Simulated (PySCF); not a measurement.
Molecule: SMILES CNc1ccccn1, C6H8N2.

Atoms are numbered as in `[CH3:1][NH:2][c:3]1[cH:4][cH:5][cH:6][cH:7][n:8]1`; H(Xn) means a hydrogen on atom n.

Geometry PBE0-D3(BJ)/def2-SVP throughout; GIAO in PySCF 2.14.0 with density-fitted response routines, gas phase, one conformer, non-relativistic; equivalent atoms averaged; functional PBE0.

Problem. How do the shifts δ (against TMS, NH3 at the same level) depend on the basis set? (a selection of nuclei; ppm; last column core-seconds on shared hosts with different chips, so compare them loosely)

Solution. 
| basis set | functions | C3 | C5 | C6 | C1 | N8 | H(C6) | H(C4) | H(N2) | H(C1) | core-s |
| --- | --- | --- | --- | --- | --- | --- | --- | --- | --- | --- | --- |
| STO-3G | 48 | 120.4 | 113.4 | 101.6 | 33.8 | 229.3 | 6.48 | 5.80 | 3.76 | 2.37 | 4.7 |
| pcSseg-0 | 88 | 166.5 | 146.4 | 121.7 | 31.0 | 320.3 | 6.46 | 6.14 | 3.19 | 3.12 | 7.6 |
| 6-31G | 88 | 149.7 | 131.7 | 109.9 | 28.0 | 276.2 | 6.64 | 6.35 | 3.69 | 2.90 | 9.7 |
| 6-31G* | 128 | 148.0 | 130.9 | 106.8 | 28.2 | 261.7 | 6.29 | 5.98 | 3.61 | 2.73 | 15 |
| cc-pVDZ | 152 | 154.2 | 136.1 | 112.2 | 28.3 | 284.9 | 6.35 | 5.88 | 3.76 | 2.68 | 16 |
| def2-SVP | 152 | 153.3 | 135.1 | 109.9 | 27.3 | 284.2 | 6.27 | 5.86 | 3.78 | 2.59 | 14 |
| pcSseg-1 | 176 | 161.2 | 143.1 | 116.4 | 28.8 | 305.2 | 6.49 | 6.04 | 4.12 | 2.80 | 29 |
| aug-cc-pVDZ | 256 | 156.3 | 135.8 | 111.0 | 27.7 | 281.3 | 6.72 | 6.29 | 4.47 | 2.90 | 38 |
| 6-311+G(2d,p) | 264 | 160.8 | 141.2 | 114.5 | 27.8 | 294.2 | 6.65 | 6.24 | 4.28 | 2.78 | 43 |
| def2-TZVP | 296 | 162.3 | 143.0 | 115.7 | 28.8 | 300.9 | 6.65 | 6.25 | 4.23 | 2.76 | 46 |

Problem. Which nucleus among those listed moves most, in ppm?

Solution. N8 (pyridine-type ring nitrogen): from 229.3 ppm with STO-3G to 320.3 ppm with pcSseg-0. The smallest spread is 0.46 ppm, at H(C6). Proton shifts span only some 12 ppm, so a few tenths of a ppm matter as much there as several ppm in carbon.

Problem. Taking the largest basis, def2-TZVP (296 functions), as the yardstick, rank the others by their worst heavy-atom deviation.

Solution. pcSseg-1 4.3 ppm (176 functions), 6-311+G(2d,p) 6.7 ppm (264 functions), cc-pVDZ 16.0 ppm (152 functions), def2-SVP 16.7 ppm (152 functions), pcSseg-0 19.4 ppm (88 functions), aug-cc-pVDZ 19.6 ppm (256 functions), 6-31G 24.7 ppm (88 functions), 6-31G* 39.2 ppm (128 functions), STO-3G 71.6 ppm (48 functions).

A small basis that lands close on one nucleus may do so by chance; judge by the trend and by all nuclei.
